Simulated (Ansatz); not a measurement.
# Ligand exchange: GaH2Br + Cd(CH3)F → GaH2F + Cd(CH3)Br

Species: GaH2Br `[GaH2][Br]`, singlet; Cd(CH3)F, singlet; GaH2F `[F][GaH2]`, singlet; Cd(CH3)Br, singlet. The partners trade Br for F: Ga–Br and Cd–F bonds give way to Ga–F and Cd–Br.

Shapes, held fixed at every level: PBE0-D4/def2-TZVP. Programs: Ansatz 0.2.0. The zero-point and thermal change to 298 K, harmonic and unscaled (PBE0-D4/def2-TZVP), is +0.3 kJ/mol.

Q: Estimate ΔH(298 K) of this reaction.

A: The highest level, CCSD(T)/def2-TZVPP, gives ΔH(298 K) = -62.0 kJ/mol; the levels span -77.9 to -53.9. The column of differences is taken from that level and isn't an error. No measured value is set beside it here. For atoms past krypton def2 sets carry core potentials with scalar relativity. Relativity is left out for Br, Ga unless named. Correlated rows may include outer-core shells of Br, Cd, Ga, which these sets cover unevenly.

```json
{"level": "SPW92/def2-TZVPP", "kind": "LDA", "ΔH(298 K) (kJ/mol)": "-53.9", "less CCSD(T)/def2-TZVPP": "+8.1"}
{"level": "B3LYP-D4/def2-TZVPP", "kind": "global hybrid", "ΔH(298 K) (kJ/mol)": "-57.1", "less CCSD(T)/def2-TZVPP": "+4.9"}
{"level": "PBE0-D4/def2-TZVPP", "kind": "global hybrid", "ΔH(298 K) (kJ/mol)": "-58.0", "less CCSD(T)/def2-TZVPP": "+4.0"}
{"level": "r2SCAN0-D4/def2-TZVPP", "kind": "global hybrid", "ΔH(298 K) (kJ/mol)": "-61.7", "less CCSD(T)/def2-TZVPP": "+0.3"}
{"level": "MP2/def2-SVP", "kind": "perturbation theory", "ΔH(298 K) (kJ/mol)": "-77.9", "less CCSD(T)/def2-TZVPP": "-15.9"}
{"level": "MP2/def2-TZVPP", "kind": "perturbation theory", "ΔH(298 K) (kJ/mol)": "-64.9", "less CCSD(T)/def2-TZVPP": "-2.9"}
{"level": "CCSD/def2-SVP", "kind": "coupled cluster or CI", "ΔH(298 K) (kJ/mol)": "-74.4", "less CCSD(T)/def2-TZVPP": "-12.4"}
{"level": "CCSD(T)/def2-TZVPP", "kind": "coupled cluster or CI", "ΔH(298 K) (kJ/mol)": "-62.0", "less CCSD(T)/def2-TZVPP": "0.0"}
```
